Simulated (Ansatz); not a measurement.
`[F][Sc]([Cl])[Cl]`. Charge 0, multiplicity 1. The structure was optimised at the PBE0-D4/def2-TZVP level.

```xyz
4

F     0.147   -1.643    0.970
Sc    0.008   -0.085    0.050
Cl   -1.046    1.686    1.030
Cl    0.892    0.041   -2.050
```

(1) What is the dipole moment at B3LYP/def2-TZVPP? (Best estimate.)

(2) And with PBE, r2SCAN, ωB97M-V? (Best estimate.)

(3) Give the Mulliken charges with B3LYP, PBE, r2SCAN in def2-TZVPP. (Estimate.)

## Answers

(1) The calculation gave: 0.33 D, with components (0.03, -0.28, 0.17) D in this frame, pointing from negative to positive charge.

(2) Ansatz gave: PBE 0.39 D, r2SCAN 0.41 D, ωB97M-V 0.40 D.

(3) Ansatz gave: 
```json
{"atom": "F1", "B3LYP": "-0.39", "PBE": "-0.34", "r2SCAN": "-0.39"}
{"atom": "Sc2", "B3LYP": "0.91", "PBE": "0.82", "r2SCAN": "0.91"}
{"atom": "Cl3", "B3LYP": "-0.26", "PBE": "-0.24", "r2SCAN": "-0.26"}
{"atom": "Cl4", "B3LYP": "-0.26", "PBE": "-0.24", "r2SCAN": "-0.26"}
```

B3LYP here is the variant with VWN-RPA as its local correlation; programs differ in this.
